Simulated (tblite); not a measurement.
Input of a run (GFN2-xTB geometry optimisation, gas phase (tblite 0.8.0)), started from a force field or distance geometry:
```
{"job": {"kind": "relax", "xc": "GFN2-xTB", "basis": "xTB"}, "charge": 1, "multiplicity": 2}
C      2.285500     0.391700    -0.153200
C      0.787400     0.481200    -0.199700
S     -0.004100     1.877100     0.111800
C      0.045500    -0.730000    -0.511800
C     -1.381300    -0.732200    -0.920100
C     -2.439800    -0.894800     0.105800
C     -2.273900     0.340200    -0.412100
H      2.579800    -0.139700    -1.079100
H      2.623900    -0.231000     0.720500
H      2.748400     1.399600    -0.077300
H      0.593000    -1.684400    -0.412200
H     -3.028400    -1.469900     0.832900
H     -2.540400     1.392600    -0.468300
```

Output (eV, eV/Å):
```
step      E/eV     max force
  0    -503.04192    5.697
  1    -503.57254    3.832
  2    -504.03989    2.604
  3    -504.14721    2.637
  4    -504.25643    0.871
  5    -504.32571    0.773
  6    -504.38300    0.883
  7    -504.44092    0.768
  8    -504.49594    0.769
  9    -504.54852    0.611
 10    -504.59290    0.593
 11    -504.62537    0.452
 12    -504.64827    0.357
 13    -504.66697    0.439
 14    -504.68627    0.388
 15    -504.70375    0.357
 16    -504.71849    0.302
 17    -504.73152    0.349
 18    -504.74593    0.443
 19    -504.76557    0.413
 20    -504.78975    0.407
 21    -504.81288    0.401
 22    -504.83356    0.377
 23    -504.85429    0.398
 24    -504.87614    0.396
 25    -504.89333    0.339
 26    -504.90566    0.308
 27    -504.91354    0.225
 28    -504.92087    0.218
 29    -504.92712    0.195
 30    -504.93297    0.230
 31    -504.93617    0.139
 32    -504.93763    0.097
 33    -504.93862    0.085
 34    -504.93975    0.066
 35    -504.94061    0.076
 36    -504.94138    0.084
 37    -504.94199    0.072
 38    -504.94246    0.046
 39    -504.94279    0.044
 40    -504.94303    0.036
 41    -504.94320    0.026
 42    -504.94332    0.027
 43    -504.94342    0.031
 44    -504.94350    0.021
 45    -504.94355    0.017
 46    -504.94358    0.014
 47    -504.94361    0.014
 48    -504.94363    0.011
 49    -504.94364    0.007
```

Task: Summarise the run.

Result: The energy falls by 183.5 kJ/mol over 49 L-BFGS steps, the largest force on an atom goes from 5.70 to 0.007 eV/Å, and the atoms move by 0.484 Å rms after alignment. The bond that changes most is C4–C5 (ends: carbon bonded to 2 C and H; carbon bonded to 3 C), which shortens by 0.121 Å. Bonds longer at the end by more than 0.005 Å: 1 of 13; shorter: 11. Among the angles that change most is C4–C5–C7, from 118.9° to 152.4°. Among the dihedrals that turn most is C2–C4–C5–C6, from -93° to -179°. The energy never rose by more than 1e-5 eV on the way. The first step brought 28 % of the lowering.

Task: What are the final bond lengths?

Result: C1–C2 1.487 Å, C2=S3 1.671 Å, C2–C4 1.400 Å, C4–C5 1.363 Å, C5–C6 1.415 Å, C6=C7 1.347 Å, C5–C7 1.417 Å, C1–H8 1.092 Å, C1–H9 1.090 Å, C1–H10 1.087 Å, C4–H11 1.082 Å, C6–H12 1.065 Å, C7–H13 1.065 Å. Numbering counts from 1 in the input's order; the species is `CC(=S)[CH+][C]1C=C1` [radical].

On one thread of an Arm Neoverse V1, on a shared host, this took 0.31 s.

Its GFN2-xTB frequencies are all real (lowest 57 cm⁻¹). 3 starts were optimised and ended at 0.00, 0.30 and 0.30 kcal/mol (GFN2-xTB); the lowest of these is shown.

One conformer stands for the species.

The numbers are calculated, not measured.
